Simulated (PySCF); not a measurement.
C₃H₃N₂, SMILES [nH]1c[c]cn1, multiplicity 2. Geometry optimised at B3LYP-D3(BJ)/def2-SVP. The isomer is the one that the SMILES or the coordinates give; other isomers of the formula were not compared.

Calculation: B3LYP-D3(BJ)/def2-SVP in PySCF.

Harmonic wavenumbers (cm⁻¹): 562, 573, 696, 784, 860, 900, 925, 1041, 1133, 1194, 1258, 1365, 1400, 1456, 1534, 3255, 3268, 3638. Rotational constants (GHz): 10.79, 9.376, 5.016; symmetry number 1.

Task: Work out the zero-point energy and the ideal-gas rigid-rotor harmonic-oscillator thermochemistry at 298.15 K and 1 atm.

Result: ZPE = ½ Σ hcν = ½ × 25842 cm⁻¹ = 154.57 kJ/mol. H − E(el) = 166.67 kJ/mol. Entropy in J/(mol K): translation 161.20, rotation 100.27, vibration 9.42, spin 5.76, total 276.65. G − E(el) = 84.19 kJ/mol. Cp = 60.81 J/(mol K).
